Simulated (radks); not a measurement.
The numbers below are computed, except where a source is named.
Q: The table gives one normalised radial function P(r) = r R(r) of Cs in [Xe] 6s1 (r in bohr). Level of theory: scalar-relativistic Kohn-Sham, LDA (Slater exchange, VWN5 correlation), spin-polarised, spherical densities, finite nucleus; open shells are filled with parallel spins first (spin-orbit coupling, left out, can overturn this in heavy ions); Fermi nuclear charge, rms radius 4.8041 fm; hard spherical wall at 6 bohr (a radial shooting solver on a logarithmic mesh with Libxc functionals).

r         P
0.001382   0.0180
0.002112   0.0254
0.003201   0.0348
0.004853   0.0460
0.007415   0.0573
0.01124    0.0638
0.01704    0.0576
0.02604    0.0271
0.03947   -0.0305
0.05983   -0.0915
0.09142   -0.0885
0.1386     0.0296
0.2101     0.1500
0.321      0.0330
0.4866    -0.2078
0.7377    -0.0815
1.127      0.3139
1.709      0.2400
2.59      -0.3495
3.958     -0.6658
6         0.0000

Which n and l does it have? It may be an empty orbital.

A: n = 6, l = 0: the number of nodes gives n - l - 1 = 5, the rise at small r (about r^(l+1), flatter next to the nucleus through relativity) gives l, and the extent must fit the shell. The curve is that of 6s down; the table hardly tells the two spins apart. 6s down (empty): eigenvalue 2.770 eV, 5 radial nodes at r = 0.0323, 0.128, 0.338, 0.804, 2.06 bohr, <r> = 3.61 bohr, 90 % of the charge inside 4.81 bohr.
